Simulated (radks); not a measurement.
The numbers below are computed, except where a source is named.
Neutral beryllium inside a hard spherical wall (all orbitals vanish at R), configuration held at [He] 2s2 and not refilled when levels cross. Code: a radial shooting solver on a logarithmic mesh with Libxc functionals. Model: non-relativistic Kohn-Sham, PBE, spin-polarised, spherical densities, point nucleus. Eigenvalues in eV for spin up, with the zero of energy where the potential of the charges vanishes at infinity; a dash marks a level that is unbound or too diffuse for the functional's potential to be trusted. A positive occupied level is held by the wall or, in an anion where self-interaction has pushed it up, behind a barrier. The pressure on the wall is -dE/dV.

R (bohr)  E (hartree)  kinetic (hartree)    e(1s)   e(2s)  e(2p, empty)  e(3s, empty)  pressure (GPa)
free        -14.62995             14.558  -106.20  -5.609        -2.019             -               0
15          -14.62995             14.558  -106.20  -5.609        -2.019         0.236        < 0.0001
10          -14.62981             14.560  -106.17  -5.595        -1.981         1.368         0.00409
8           -14.62831             14.572  -106.03  -5.502        -1.812         3.243          0.0726
6           -14.61216             14.664  -105.12  -4.874        -0.927         8.923            1.36
5           -14.57220             14.838  -103.67  -3.743         0.471        16.045            6.39
4           -14.43894             15.291  -100.58  -0.759         3.761        31.327            34.1
3.5         -14.27473             15.767  -97.909   2.441         6.964        45.738            86.0
1.5          -7.09008             29.960  -59.193  114.06        84.281        391.52           15900
